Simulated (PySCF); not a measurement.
Species: AlH2(nPr), C₃H₉Al.
Cartesian coordinates in Å at the PBE0-D3(BJ)/def2-SVP level; atoms count from 1:
```xyz
13
C3H9Al angstrom
Al     1.176    1.944    0.781
H      2.769    1.986    0.842
H      0.380    3.323    0.684
C      0.199    0.236    0.766
C     -0.166   -0.247   -0.646
C     -0.943   -1.557   -0.658
H     -0.729    0.352    1.358
H      0.793   -0.542    1.279
H      0.750   -0.372   -1.252
H     -0.760    0.525   -1.167
H     -1.892   -1.456   -0.107
H     -1.181   -1.881   -1.683
H     -0.366   -2.362   -0.175
```

A calculation gives these core lines: C 1s: 289.60 (area 1), 290.46 (area 1), 290.67 (area 1) eV; Al 1s: 1566.78 eV.

Computed with PySCF, delta-SCF UKS SCAN, pcX-2 on the ionised atom, pcseg-1 elsewhere, spin-free X2C. The structure is a single PBE0-D3(BJ)/def2-SVP conformer in the gas phase; no vibrational or solvent corrections.

Task: Assign the C 1s lines to atoms.

Result: 289.60 eV: C4 (carbon bonded to Al, C and 2 H); 290.46 eV: C6 (carbon bonded to C and 3 H); 290.67 eV: C5 (carbon bonded to 2 C and 2 H). Lowest listed C 1s: C4, bonded to C, 2 H and Al. Highest, 1.07 eV above it: C5, bonded to 2 C and 2 H.

Bonded neighbours of each site: Al1: C and 2 H; C4: C, 2 H and Al; C5: 2 C and 2 H; C6: C and 3 H.

Task: Which photon energy gives electrons from C 1s of C4 a kinetic energy of 20 eV, and what is their de Broglie wavelength?

Result: hν = 289.60 + 20 = 309.60 eV, recoil neglected; λ = 12.264 Å/√(E/eV) = 2.74 Å.
